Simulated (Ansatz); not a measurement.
```yaml
crystal:
  periodic: [false, false, false]
  atoms:
    - {symbol: C, position_ang: [1.941630, -1.212126, -1.264959]}
    - {symbol: C, position_ang: [1.016357, -0.487003, -0.450163]}
    - {symbol: C, position_ang: [-0.228106, -0.243526, -0.880376]}
    - {symbol: C, position_ang: [-1.138703, 0.410044, -0.147622]}
    - {symbol: C, position_ang: [-2.462270, 0.621387, -0.646964]}
    - {symbol: O, position_ang: [-0.918135, 0.857499, 0.970275]}
    - {symbol: Al, position_ang: [0.614589, 0.879680, 1.792310]}
    - {symbol: O, position_ang: [0.560144, 0.244404, 3.288000]}
    - {symbol: F, position_ang: [1.210008, 2.347434, 1.688072]}
    - {symbol: O, position_ang: [1.442428, -0.125326, 0.639072]}
    - {symbol: H, position_ang: [2.773079, -0.601736, -1.457652]}
    - {symbol: H, position_ang: [1.519474, -1.524754, -2.167860]}
    - {symbol: H, position_ang: [2.291531, -2.043513, -0.729707]}
    - {symbol: H, position_ang: [-0.503691, -0.589358, -1.818107]}
    - {symbol: H, position_ang: [-3.153387, 0.224638, 0.034994]}
    - {symbol: H, position_ang: [-2.607672, 0.192341, -1.588223]}
    - {symbol: H, position_ang: [-2.643413, 1.653643, -0.698779]}
    - {symbol: H, position_ang: [0.249942, -0.592783, 3.487513]}
basis:
  gaussian: {orbitals: aug-pcseg-2, final_grid: {core_spheres: 20, valence_spheres: 16, degree: 47}, point_charges: [{charge: -1.00, position_ang: [6.012, 0.666, -0.029]}]}
hamiltonian: {xc: {name: SPW92}}
scf: {max_iter: 3}
output: {forces: true}
```

```sh
$ ansatz run in.yaml --threads 4 --pin off --events-out ev --progress --plain --max-ram 66560MiB --backend cuda --devices 0, --max-vram 37GiB
```

Output, abridged:

```
Error: invalid value for `basis.gaussian`: such a run doesn't read scf.max_iter; remove what it names
```

**Question.** Something in this input is off. What?

**Answer.** The input holds a key that doesn't belong there. The program refused the input.
